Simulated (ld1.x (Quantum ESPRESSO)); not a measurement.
**Pseudopotential generation for P (Z = 15): ultrasoft, PW91, scalar-relativistic.**

The input file (ld1.x (Quantum ESPRESSO) 7.5):

```
&input
   title='P', zed=15., rel=1, dft='PW91', iswitch=3,
   config='[Ne] 3s2 3p1',
   nld=2, rlderiv=1.50, eminld=-5.0, emaxld=5.0, deld=0.02
 /
 &inputp
   pseudotype=3, tm=.true., lloc=-1, rcloc=1.15,
   nlcc=.true., new_core_ps=.true.,
   which_augfun='PSQ', rmatch_augfun=1.05,
   file_pseudopw='P.UPF', file_wfcaegen='ae.wfc', file_wfcncgen='nc.wfc', file_beta='beta', file_chi='chi', file_wfcusgen='us.wfc'
 /
4
3S  1  0   2.00   0.00  1.15  1.35  0.0
3S  1  0   0.00  -1.65  1.15  1.35  0.0
3P  2  1   1.00   0.00  1.10  1.35  0.0
3P  2  1   0.00   0.10  1.10  1.35  0.0
 &test
   configts(1)='3s2 3p1'
 /
```

Command:

```bash
ld1.x < P.in > P.out
```

Resulting log (shortened: banner, matrices, multipoles, cross overlaps and the repeated all-electron block are left out):

```
Program LD1 v.7.5
     --------------------------- All-electron run ----------------------------

     P
     scalar relativistic calculation

     atomic number is 15.00
     dft =PW91   lsd =0 sic =0 latt =0  beta=0.20 tr2=1.0E-14
     Exchange-correlation= PW91
                           (   1   4   2   2   0   0   0)
     mesh =1147 r(mesh) = 101.18493 a.u. xmin = -7.00 dx = 0.01250
     1 Ry =  13.60569312 eV, c = 137.03599908

     n l     nl                  e(Ry)          e(Ha)          e(eV)
     1 0     1S 1( 2.00)      -155.0301       -77.5151     -2109.2925
     2 0     2S 1( 2.00)       -14.5251        -7.2626      -197.6242
     2 1     2P 1( 6.00)       -10.9000        -5.4500      -148.3018
     3 0     3S 1( 2.00)        -2.5009        -1.2504       -34.0261
     3 1     3P 1( 1.00)        -1.7893        -0.8946       -24.3446

     final scf error:  9.0E-15 reached in  18 iterations

     Etot =    -681.968376 Ry,    -340.984188 Ha,   -9278.652447 eV

     Ekin =     684.175514 Ry,     342.087757 Ha,    9308.682085 eV
     Encl =   -1604.851030 Ry,    -802.425515 Ha,  -21835.110616 eV
     Eh   =     283.780212 Ry,     141.890106 Ha,    3861.026476 eV
     Exc  =     -45.073072 Ry,     -22.536536 Ha,    -613.250392 eV

     normalization and overlap integrals

     s(1S/1S) =  1.000000  <r> =   0.1036  <r2> =    0.0144  r(max) =   0.0675
     s(2S/2S) =  1.000000  <r> =   0.5192  <r2> =    0.3213  r(max) =   0.4187
     s(2P/2P) =  1.000000  <r> =   0.4841  <r2> =    0.2940  r(max) =   0.3515
     s(3S/3S) =  1.000000  <r> =   1.7417  <r2> =    3.4795  r(max) =   1.5173
     s(3P/3P) =  1.000000  <r> =   1.9707  <r2> =    4.5147  r(max) =   1.6769

     ------------------------ End of All-electron run ------------------------

     --------------------- Generating US pseudopotential ---------------------

      Generating local potential from pseudized AE potential:
      Matching radius rcloc =   1.1500

      Local pseudo, rcloc= 1.153 Estimated cut-off energy=    17.26 Ry

      Computing core charge for nlcc:

       r > 0.99 : true rho core
      Core charge pseudized with two Bessel functions
      Integrated core pseudo-charge :   4.48
      Wfc-us  3S rcutus= 1.339  Estimated cut-off energy=    23.62 Ry
      Wfc-us  3S rcutus= 1.339  Estimated cut-off energy=    24.71 Ry
      Wfc-us  3P rcutus= 1.339  Estimated cut-off energy=    39.85 Ry
      Wfc-us  3P rcutus= 1.339  Estimated cut-off energy=    42.53 Ry

     Q pseudized with Bessel functions
     Expected ecutrho=     238.8231 due to l1=  1   l2=  1

     ------------------- End of pseudopotential generation -------------------

     Computing logarithmic derivative in   1.50790
     Computing logarithmic derivative in   1.50790
     Computing the partial wave expansion
     R is outside the sphere for l=    0 j= 0.00
     R is outside the sphere for l=    0 j= 0.00
     R is outside the sphere for l=    1 j= 0.00
     R is outside the sphere for l=    1 j= 0.00

     ---------------------- Testing the pseudopotential ----------------------

     P
     scalar relativistic calculation

     atomic number is 15.00   valence charge is  5.00
     dft =PW91   lsd =0 sic =0 latt =0  beta=0.20 tr2=1.0E-14
     mesh =1147 r(mesh) = 101.18493 xmin = -7.00 dx = 0.01250

     n l     nl             e AE (Ry)        e PS (Ry)    De AE-PS (Ry)
     1 0     3S   1( 2.00)       -2.50087       -2.50088        0.00001
     2 1     3P   1( 1.00)       -1.78929       -1.78929       -0.00000

     eps = 3.8E-15  iter =  3

     Etot =    -681.968376 Ry,    -340.984188 Ha,   -9278.652447 eV
     Etotps =   -19.561028 Ry,      -9.780514 Ha,    -266.141342 eV

     Ekin =       3.111691 Ry,       1.555845 Ha,      42.336710 eV
     Encl =     -19.670691 Ry,      -9.835345 Ha,    -267.633379 eV
     Ehrt =       4.463071 Ry,       2.231536 Ha,      60.723181 eV
     Ecxc =     -11.039241 Ry,      -5.519621 Ha,    -150.196528 eV
     (Ecc =      -8.738089 Ry,      -4.369045 Ha,    -118.887761 eV)
     Epseu=       3.574142 Ry,       1.787071 Ha,      48.628674 eV

     ---------------------- End of pseudopotential test ----------------------
```

Note: ghost state, extra bound levels that the all-electron valence spectrum of the same l lacks: s at -64.5 eV. A true bound ghost makes a file unfit for plane-wave use.

Generation and configuration tests took about 1.1 s on one core of a shared server CPU.

Transferability test of the new file with ld1.x, input:

```
&input
   title='P', zed=15., rel=1, dft='PW91', iswitch=2,
   config='[Ne] 3s2 3p1'
 /
 &test
   file_pseudo='P.UPF', nconf=8,
   configts(1)='3s2 3p1',
   configts(2)='3s2 3p3',
   configts(3)='3s2 3p2',
   configts(4)='3s2 3p0',
   configts(5)='3s1 3p4',
   configts(6)='3s1 3p0',
   configts(7)='3s2 3p3.3',
   configts(8)='3s2 3p2.5'
 /
```

```bash
ld1.x < P.test.in > P.test.out
```

Pseudopotential blocks of its output, shortened (energy terms left out):

```
     ---------------------- Testing the pseudopotential ----------------------

     n l     nl             e AE (Ry)        e PS (Ry)    De AE-PS (Ry)
     1 0     3S   1( 2.00)       -2.50087       -2.50088        0.00001
     2 1     3P   1( 1.00)       -1.78929       -1.78929       -0.00000

     eps = 3.7E-15  iter =  3

     Etot =    -681.968376 Ry,    -340.984188 Ha,   -9278.652447 eV
     Etotps =   -19.561028 Ry,      -9.780514 Ha,    -266.141343 eV

     ---------------------- End of pseudopotential test ----------------------

          ---------------------- Testing the pseudopotential ----------------------

     n l     nl             e AE (Ry)        e PS (Ry)    De AE-PS (Ry)
     1 0     3S   1( 2.00)       -1.03016       -1.02980       -0.00036
     2 1     3P   1( 3.00)       -0.40775       -0.40791        0.00016

     eps = 7.8E-15  iter =  9

     Etot =    -684.098596 Ry,    -342.049298 Ha,   -9307.635569 eV
     Etotps =   -21.691506 Ry,     -10.845753 Ha,    -295.127970 eV
     dEtot_ae =      -2.130220 Ry
     dEtot_ps =      -2.130478 Ry,   Delta E=       0.000258 Ry

     ---------------------- End of pseudopotential test ----------------------

          ---------------------- Testing the pseudopotential ----------------------

     n l     nl             e AE (Ry)        e PS (Ry)    De AE-PS (Ry)
     1 0     3S   1( 2.00)       -1.71570       -1.71538       -0.00032
     2 1     3P   1( 2.00)       -1.04864       -1.04871        0.00006

     eps = 7.1E-15  iter =  8

     Etot =    -683.380077 Ry,    -341.690039 Ha,   -9297.859620 eV
     Etotps =   -20.972822 Ry,     -10.486411 Ha,    -285.349783 eV
     dEtot_ae =      -1.411701 Ry
     dEtot_ps =      -1.411794 Ry,   Delta E=       0.000093 Ry

     ---------------------- End of pseudopotential test ----------------------

          ---------------------- Testing the pseudopotential ----------------------

     n l     nl             e AE (Ry)        e PS (Ry)    De AE-PS (Ry)
     1 0     3S   1( 2.00)       -3.35915       -3.36050        0.00135
     2 1     3P   1( 0.00)       -2.60529       -2.60588        0.00059

     eps = 9.7E-15  iter =  6

     Etot =    -679.776549 Ry,    -339.888274 Ha,   -9248.831117 eV
     Etotps =   -17.368889 Ry,      -8.684445 Ha,    -236.315774 eV
     dEtot_ae =       2.191827 Ry
     dEtot_ps =       2.192139 Ry,   Delta E=      -0.000311 Ry

     ---------------------- End of pseudopotential test ----------------------

          ---------------------- Testing the pseudopotential ----------------------

     n l     nl             e AE (Ry)        e PS (Ry)    De AE-PS (Ry)
     1 0     3S   1( 1.00)       -1.08197       -1.08183       -0.00013
     2 1     3P   1( 4.00)       -0.44918       -0.44936        0.00019

     eps = 4.6E-15  iter = 18

     Etot =    -683.470900 Ry,    -341.735450 Ha,   -9299.095323 eV
     Etotps =   -21.064206 Ry,     -10.532103 Ha,    -286.593129 eV
     dEtot_ae =      -1.502524 Ry
     dEtot_ps =      -1.503179 Ry,   Delta E=       0.000655 Ry

     ---------------------- End of pseudopotential test ----------------------

          ---------------------- Testing the pseudopotential ----------------------

     n l     nl             e AE (Ry)        e PS (Ry)    De AE-PS (Ry)
     1 0     3S   1( 1.00)       -4.30158       -4.30794        0.00636  !
     2 1     3P   1( 0.00)       -3.50706       -3.51160        0.00453

     eps = 4.9E-16  iter =  7

     Etot =    -675.947752 Ry,    -337.973876 Ha,   -9196.737677 eV
     Etotps =   -13.536422 Ry,      -6.768211 Ha,    -184.172397 eV
     dEtot_ae =       6.020625 Ry
     dEtot_ps =       6.024606 Ry,   Delta E=      -0.003982 Ry

     ---------------------- End of pseudopotential test ----------------------

          ---------------------- Testing the pseudopotential ----------------------

     n l     nl             e AE (Ry)        e PS (Ry)    De AE-PS (Ry)
     1 0     3S   1( 2.00)       -0.85042       -0.85006       -0.00037
     2 1     3P   1( 3.30)       -0.24071       -0.24086        0.00015

     eps = 9.8E-15  iter = 10

     Etot =    -684.195512 Ry,    -342.097756 Ha,   -9308.954170 eV
     Etotps =   -21.788475 Ry,     -10.894238 Ha,    -296.447308 eV
     dEtot_ae =      -2.227136 Ry
     dEtot_ps =      -2.227447 Ry,   Delta E=       0.000312 Ry

     ---------------------- End of pseudopotential test ----------------------

          ---------------------- Testing the pseudopotential ----------------------

     n l     nl             e AE (Ry)        e PS (Ry)    De AE-PS (Ry)
     1 0     3S   1( 2.00)       -1.35828       -1.35793       -0.00035
     2 1     3P   1( 2.50)       -0.71376       -0.71389        0.00013

     eps = 4.9E-15  iter =  9

     Etot =    -683.819551 Ry,    -341.909775 Ha,   -9303.838959 eV
     Etotps =   -21.412370 Ry,     -10.706185 Ha,    -291.330137 eV
     dEtot_ae =      -1.851174 Ry
     dEtot_ps =      -1.851342 Ry,   Delta E=       0.000168 Ry

     ---------------------- End of pseudopotential test ----------------------
```
